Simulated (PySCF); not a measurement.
# Excitation energy of W by level of theory

W [Xe] 4f14 5d4 6s2 (5D) → W [Xe] 4f14 5d5 6s1 (7S), as a difference of total energies. Computed with PySCF 2.14 in def2-QZVPPD with the def2 core potential (60 electrons) (7s6p4d3f2g, 84 functions), with a scalar-relativistic core potential. Correlated levels: valence: 5s2 5p6 frozen; valence and next inner shell: nothing frozen outside the core potential. The calculations carry no spin-orbit coupling.

Task: Order these methods by the excitation energy they give, lowest first.
A. MN15
B. UHF
C. SCS-MP2 (valence and next inner shell)
D. M06-L

Result: B (-1.124 eV), A (-0.093 eV), D (-0.056 eV), C (0.119 eV).

Errors of the correlated levels include the incompleteness of this basis and the frozen core.

For comparison: -0.187 eV (measured; NIST levels, between the centres of gravity of the two terms).
